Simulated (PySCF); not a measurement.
CH₂NO, SMILES [NH]C=O (connectivity only; charge and spin as stated), charge -1, multiplicity 1.

Geometry optimised at B3LYP-D3(BJ)/def2-SVPD. The spin state was assumed, not searched. The isomer is the one that the SMILES or the coordinates give; other isomers of the formula were not compared. One conformer was computed; it need not be the lowest.

Method: PBE/def2-TZVPD (PySCF).

 A positive occupied level means that this level leaves the electron formally unbound; only the finite basis holds it.

Computed frontier levels, gap, dipole moment and polarisability:
```
Property                                                          Result
------------------------------------------------  ----------------------
highest occupied level                                           0.58 eV
lowest empty level                                               4.37 eV
orbital gap                                                      3.79 eV
dipole moment about the centre of nuclear charge                  0.22 D
mean static polarisability                          43.3 bohr³ (6.41 Å³)
polarisability, principal values                  29.6, 46.8, 53.5 bohr³
```
